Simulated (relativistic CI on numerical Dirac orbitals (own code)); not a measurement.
Calculated at this level of theory: Dirac-Coulomb-Breit CI, orbitals from a KLI potential per configuration, a model potential for QED, unscaled Slater integrals (own radial code, finite nucleus).

The strongest absorption lines from the ground level of an ion, among the configurations computed and to levels below about 185 eV (vacuum wavelength in Å, gf): 149.79 (0.0063), 169.02 (0.082), 173.98 (0.82), 192.90 (0.023), 205.62 (0.17), 258.52 (0.047), 298.21 (0.073).

(1) Which ion is it?
A. Ni XV
B. Cr XI
C. Ge XIX
D. Ni XVII

Answers

(1) A. Ni XV has 14 electrons and the ground level 3s²3p² ³P0; the strongest line goes to 3s²3p3d ³P°1. The pattern of lines fixes the number of electrons, and along that sequence the line energies rise steadily with the charge (about as its square where n changes within one kind of shell, about linearly where n is kept but much faster in heavy ions where fine structure, which grows about as Z⁴, sets the gap, and irregularly where shells cross), which fixes Z. Configurations outside the model, such as inner-shell arrays, can give stronger lines. At this charge energies of transitions that change n are usually good to better than 1 %, and those within a shell (Δn = 0) to a few per cent.

LS names give the leading component of a level, which can be under half, so a name can repeat, a term be missing and a line seem to break the LS rules.
